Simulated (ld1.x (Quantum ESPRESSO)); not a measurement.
## An all-electron radial function and its pseudo partner (scandium)

Columns: radius, all-electron u(r) and pseudo u(r) of the 3s shell (level -86.19 eV) of scandium in the configuration [Ne] 3s2 3p6 3d0 4s0 4p0; LDA (PZ), scalar-relativistic, TM scheme, ld1.x (Quantum ESPRESSO) 7.5.

| r (bohr) | all-electron | pseudo |
| --- | --- | --- |
| 0.085 | 0.0831 | 0.1165 |
| 0.170 | -0.4505 | 0.2325 |
| 0.255 | -0.5608 | 0.3477 |
| 0.340 | -0.3452 | 0.4614 |
| 0.425 | 0.0029 | 0.5727 |
| 0.510 | 0.3557 | 0.6800 |
| 0.595 | 0.6504 | 0.7803 |
| 0.680 | 0.8655 | 0.8698 |
| 0.765 | 1.0018 | 0.9432 |
| 0.850 | 1.0701 | 0.9949 |
| 0.935 | 1.0849 | 1.0201 |
| 1.020 | 1.0604 | 1.0164 |
| 1.105 | 1.0089 | 0.9848 |
| 1.190 | 0.9403 | 0.9302 |
| 1.275 | 0.8625 | 0.8595 |
| 1.360 | 0.7809 | 0.7804 |
| 1.445 | 0.6996 | 0.6996 |
| 1.530 | 0.6213 | 0.6213 |
| 1.615 | 0.5476 | 0.5476 |
| 1.700 | 0.4796 | 0.4796 |
| 1.785 | 0.4177 | 0.4177 |
| 1.870 | 0.3621 | 0.3621 |
| 1.955 | 0.3125 | 0.3125 |
| 2.040 | 0.2687 | 0.2687 |
| 2.125 | 0.2302 | 0.2302 |
| 2.210 | 0.1966 | 0.1966 |

**Question.** How many radial nodes do the two functions have?

**Answer.** The all-electron 3s function has n − l − 1 = 2; the pseudo-wave has 0, since the states of the same l below it are removed with the core.

**Question.** At about which radius was the pseudo-wave matched?

**Answer.** 1.55 bohr. The columns agree to 0.0005 from 1.45 bohr on; several derivatives are matched, so the curves merge somewhat inside the radius.

**Question.** Where does each function peak?

**Answer.** Outermost all-electron maximum near 0.94 bohr, pseudo maximum near 0.94 bohr (to the table’s step).

**Question.** Is the pseudo-wave norm-conserving?

**Answer.** Yes: the TM scheme keeps the norm inside the radius equal to the all-electron one, which fixes the energy derivative of the logarithmic derivative at the level.
